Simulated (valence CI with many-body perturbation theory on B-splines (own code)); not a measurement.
# Forbidden lines of Nd54+

Computed by valence CI with perturbative core correlation (CI+MBPT): four valence electrons over a frozen Dirac-Fock core [He], radial functions for each j: 11 s, 11 p, 10 d, 8 f, 5 g, 2 h, with the one-electron correlation potential Σ1, the two-electron term Σ2, the three-electron term Σ3, Breit, model QED; selected CI, second order for the rest, scaled by the run's own slope (own B-spline code, finite nucleus).

The last digits are not significant, and no measured levels were compared; by estimate large intervals hold to a few tenths of a per cent, small ones and those within an open d or f shell to about a per cent. Among the levels kept, up to 910 cm⁻¹ of a level comes from second order outside the variational space, and about a tenth of that is noise between levels of different J, which matters for small intervals.

Lines 1 to 50 of 76 in falling wavelength, among levels below 8288.4 eV, chosen from the decays that carry over 1 % of a level's rate. Wavelengths and rates use the calculated energies. Electric multipoles are in the length gauge with retardation, E1 and E2 with the static RPA response of the core. M1 uses the relativistic operator with retardation. Weak lines are less certain than strong ones. Lines between different terms over intervals too small for the method are left out, as are lines whose strength nearly cancels.

Levels are named by their leading jj configuration (3d3/2^4 stands for four electrons in 3d with j = 3/2), which in mixed levels can hold well under half, so a name can repeat and another be missing. Letters in brackets count levels of one name in rising energy.

```csv
λ vac (Å),Upper,Lower,Type,A (s⁻¹),Branch %
23.03,(2s^2 2p1/2 2p3/2) J=1,(2s^2 2p1/2^2) J=0,M1,1.00e+09,100.0
22.49,(2s^2 2p3/2 3d5/2) J=4,(2s^2 2p1/2 3d5/2) J=3,M1,8.05e+08,1.5
22.40,(2s^2 2p3/2^2) J=2,(2s^2 2p1/2 2p3/2) J=2,M1,8.07e+08,19.9
22.33,(2s^2 2p1/2 2p3/2) J=2,(2s^2 2p1/2^2) J=0,E2,2.13e+06,99.4
21.74,(2s^2 2p3/2^2) J=2,(2s^2 2p1/2 2p3/2) J=1,M1,8.14e+08,20.1
20.09,(2s^2 2p3/2^2) J=0,(2s^2 2p1/2 2p3/2) J=1,M1,1.96e+09,39.2
2.290,(2s^2 2p3/2 3d5/2) J=4,(2s 2p3/2^3) J=2,E2,7.68e+08,1.4
2.103,(2s^2 2p3/2 3p1/2) J=2,(2s^2 2p3/2^2) J=0,E2,1.46e+11,5.1
2.097,(2s^2 2p1/2 3p1/2) J=1,(2s^2 2p1/2 2p3/2) J=2,E2,4.04e+11,35.4
2.096,(2s 2p1/2^2 3p1/2) J=0,(2s 2p1/2^2 2p3/2) J=2,E2,7.87e+11,23.1
2.093,(2s^2 2p3/2 3d5/2) J=4,(2s 2p1/2 2p3/2^2) J=2 [b],E2,8.60e+08,1.6
2.091,(2s^2 2p1/2 3p1/2) J=1,(2s^2 2p1/2 2p3/2) J=1,E2,3.99e+11,35.0
2.087,(2s^2 2p3/2 3p1/2) J=1,(2s^2 2p3/2^2) J=2,E2,4.15e+11,12.0
2.086,(2s^2 2p3/2 3p1/2) J=2,(2s^2 2p3/2^2) J=2,E2,5.56e+11,19.6
2.085,(2s^2 2p1/2 3p1/2) J=0,(2s^2 2p1/2 2p3/2) J=2,E2,7.75e+11,26.6
2.077,(2s 2p3/2^2 3p1/2) J=0,(2s 2p3/2^3) J=2,E2,4.41e+11,20.6
2.069,(2s 2p1/2 2p3/2 3p3/2) J=4,(2s 2p1/2 2p3/2^2) J=2 [b],E2,2.39e+10,2.7
2.068,(2s^2 2p3/2 3d5/2) J=4,(2s 2p1/2 2p3/2^2) J=3,E2,4.42e+09,8.0
2.055,(2s 2p3/2^2 3p3/2) J=4,(2s 2p3/2^3) J=2,E2,1.31e+11,10.9
2.045,(2s 2p1/2 2p3/2 3p3/2) J=4,(2s 2p1/2 2p3/2^2) J=3,E2,2.32e+11,25.8
2.044,(2s 2p1/2 2p3/2 3p3/2) J=0 [b],(2s 2p1/2 2p3/2^2) J=2 [b],E2,4.11e+11,7.1
2.037,(2s 2p1/2^2 3p3/2) J=2,(2s 2p1/2^2 2p3/2) J=2,E2,2.73e+11,2.4
2.036,(2s^2 2p1/2 3p3/2) J=2,(2s^2 2p1/2 2p3/2) J=2,E2,2.73e+11,16.0
2.034,(2s^2 2p1/2 3p3/2) J=1,(2s^2 2p1/2 2p3/2) J=2,E2,1.87e+11,2.3
2.034,(2s^2 2p3/2 3p3/2) J=3,(2s^2 2p3/2^2) J=2,E2,2.92e+11,3.8
2.032,(2s 2p1/2 2p3/2 3p3/2) J=4,(2s 2p1/2 2p3/2^2) J=2 [a],E2,1.50e+10,1.7
2.030,(2s^2 2p1/2 3p3/2) J=2,(2s^2 2p1/2 2p3/2) J=1,E2,1.21e+11,7.1
2.029,(2s^2 2p1/2 3p3/2) J=1,(2s^2 2p1/2 2p3/2) J=1,E2,1.76e+11,2.2
2.027,(2s 2p3/2^2 3p3/2) J=0,(2s 2p3/2^3) J=2,E2,1.66e+11,2.9
2.019,(2s^2 2p3/2 3p3/2) J=0,(2s^2 2p3/2^2) J=2,E2,7.56e+11,4.9
2.010,(2s 2p1/2 2p3/2 3d5/2) J=5,(2s 2p1/2 2p3/2^2) J=3,M2,1.40e+10,41.6
2.010,(2s 2p1/2 2p3/2 3d5/2) J=5,(2s 2p1/2 2p3/2^2) J=3,E3,7.04e+08,2.1
2.008,(2s 2p1/2 2p3/2 3p3/2) J=0 [b],(2s 2p1/2 2p3/2^2) J=2 [a],E2,1.14e+11,2.0
2.000,(2s^2 2p3/2 3d5/2) J=4,(2s^2 2p3/2^2) J=2,M2,1.34e+10,24.2
2.000,(2s^2 2p3/2 3d5/2) J=4,(2s^2 2p3/2^2) J=2,E3,9.54e+08,1.7
1.892,(2s^2 2p3/2 3d5/2) J=4,(2s 2p1/2^2 2p3/2) J=2,E2,5.00e+09,9.0
1.875,(2s 2p3/2^2 3p3/2) J=4,(2s 2p1/2 2p3/2^2) J=3,E2,1.92e+11,16.0
1.873,(2s 2p1/2 2p3/2 3p3/2) J=4,(2s 2p1/2^2 2p3/2) J=2,E2,4.25e+11,47.3
1.871,(2s 2p3/2^2 3p3/2) J=0,(2s 2p1/2 2p3/2^2) J=2 [b],E2,4.38e+11,7.8
1.867,(2s 2p3/2^2 3p3/2) J=2 [b],(2s 2p1/2 2p3/2^2) J=2 [b],E2,2.04e+11,1.2
1.866,(2s^2 2p1/2 3p3/2) J=2,(2s^2 2p1/2^2) J=0,E2,3.75e+11,22.1
1.865,(2s^2 2p3/2 3p3/2) J=3,(2s^2 2p1/2 2p3/2) J=2,E2,1.93e+11,2.5
1.864,(2s 2p3/2^2 3p3/2) J=4,(2s 2p1/2 2p3/2^2) J=2 [a],E2,3.30e+11,27.5
1.860,(2s^2 2p3/2 3p3/2) J=3,(2s^2 2p1/2 2p3/2) J=1,E2,2.68e+11,3.5
1.857,(2s^2 2p3/2 3p3/2) J=2,(2s^2 2p1/2 2p3/2) J=2,E2,2.54e+11,1.2
1.852,(2s^2 2p3/2 3p3/2) J=0,(2s^2 2p1/2 2p3/2) J=2,E2,4.04e+11,2.6
1.846,(2s 2p3/2^2 3d5/2) J=5,(2s 2p1/2 2p3/2^2) J=3,M2,3.85e+09,1.1
1.844,(2s 2p1/2 2p3/2 3d5/2) J=5,(2s 2p1/2^2 2p3/2) J=2,E3,1.76e+09,5.2
1.836,(2s^2 2p3/2 3d5/2) J=4,(2s^2 2p1/2 2p3/2) J=2,M2,6.01e+09,10.8
1.836,(2s^2 2p3/2 3d5/2) J=4,(2s^2 2p1/2 2p3/2) J=2,E3,7.24e+08,1.3
```
